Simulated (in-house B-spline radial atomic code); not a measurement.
Inner levels of platinum as electrons are removed. A shift is the extra binding of the orbital against the neutral atom ([Xe] 4f14 5d9 6s1). Computed with a B-spline radial code for spherical atoms: non-relativistic Hartree-Fock, average of the configuration, point nuclei.

This level leaves out relativity, spin-orbit splitting included, which matters for heavy ions.

```json
{"ion": "Pt", "configuration": "[Xe] 4f14 5d9 6s1", "shift of 3d (eV)": "0", "shift of 4f (eV)": "0", "shift of 5d (eV)": "0", "radius of 3d (bohr)": "0.17233", "radius of 4f (bohr)": "0.50003", "radius of 5d (bohr)": "1.6135", "Σ<r²> (bohr²)": "65.518", "change of density at nucleus (bohr⁻³)": "-"}
{"ion": "Pt+", "configuration": "[Xe] 4f14 5d9", "shift of 3d (eV)": "7.3717", "shift of 4f (eV)": "7.379", "shift of 5d (eV)": "7.4398", "radius of 3d (bohr)": "0.17233", "radius of 4f (bohr)": "0.50006", "radius of 5d (bohr)": "1.5914", "Σ<r²> (bohr²)": "48.141", "change of density at nucleus (bohr⁻³)": "-9.638"}
{"ion": "Pt2+", "configuration": "[Xe] 4f14 5d8", "shift of 3d (eV)": "20.883", "shift of 4f (eV)": "20.862", "shift of 5d (eV)": "19.961", "radius of 3d (bohr)": "0.17233", "radius of 4f (bohr)": "0.49984", "radius of 5d (bohr)": "1.5166", "Σ<r²> (bohr²)": "42.391", "change of density at nucleus (bohr⁻³)": "-6.516"}
{"ion": "Pt3+", "configuration": "[Xe] 4f14 5d7", "shift of 3d (eV)": "35.96", "shift of 4f (eV)": "35.86", "shift of 5d (eV)": "33.607", "radius of 3d (bohr)": "0.17232", "radius of 4f (bohr)": "0.49946", "radius of 5d (bohr)": "1.4572", "Σ<r²> (bohr²)": "37.863", "change of density at nucleus (bohr⁻³)": "-2.164"}
{"ion": "Pt4+", "configuration": "[Xe] 4f14 5d6", "shift of 3d (eV)": "52.372", "shift of 4f (eV)": "52.135", "shift of 5d (eV)": "48.191", "radius of 3d (bohr)": "0.17232", "radius of 4f (bohr)": "0.49893", "radius of 5d (bohr)": "1.4077", "Σ<r²> (bohr²)": "34.091", "change of density at nucleus (bohr⁻³)": "3.312"}
{"ion": "Pt5+", "configuration": "[Xe] 4f14 5d5", "shift of 3d (eV)": "69.971", "shift of 4f (eV)": "69.531", "shift of 5d (eV)": "63.594", "radius of 3d (bohr)": "0.17232", "radius of 4f (bohr)": "0.49824", "radius of 5d (bohr)": "1.3652", "Σ<r²> (bohr²)": "30.84", "change of density at nucleus (bohr⁻³)": "9.837"}
{"ion": "Pt6+", "configuration": "[Xe] 4f14 5d4", "shift of 3d (eV)": "88.652", "shift of 4f (eV)": "87.938", "shift of 5d (eV)": "79.731", "radius of 3d (bohr)": "0.17232", "radius of 4f (bohr)": "0.4974", "radius of 5d (bohr)": "1.3279", "Σ<r²> (bohr²)": "27.973", "change of density at nucleus (bohr⁻³)": "17.321"}
{"ion": "Pt7+", "configuration": "[Xe] 4f14 5d3", "shift of 3d (eV)": "108.34", "shift of 4f (eV)": "107.28", "shift of 5d (eV)": "96.542", "radius of 3d (bohr)": "0.17231", "radius of 4f (bohr)": "0.49641", "radius of 5d (bohr)": "1.2946", "Σ<r²> (bohr²)": "25.404", "change of density at nucleus (bohr⁻³)": "25.726"}
{"ion": "Pt8+", "configuration": "[Xe] 4f14 5d2", "shift of 3d (eV)": "128.98", "shift of 4f (eV)": "127.48", "shift of 5d (eV)": "113.98", "radius of 3d (bohr)": "0.17231", "radius of 4f (bohr)": "0.49529", "radius of 5d (bohr)": "1.2644", "Σ<r²> (bohr²)": "23.074", "change of density at nucleus (bohr⁻³)": "35.002"}
{"ion": "Pt9+", "configuration": "[Xe] 4f14 5d1", "shift of 3d (eV)": "150.52", "shift of 4f (eV)": "148.51", "shift of 5d (eV)": "132", "radius of 3d (bohr)": "0.1723", "radius of 4f (bohr)": "0.49404", "radius of 5d (bohr)": "1.2369", "Σ<r²> (bohr²)": "20.941", "change of density at nucleus (bohr⁻³)": "45.115"}
```
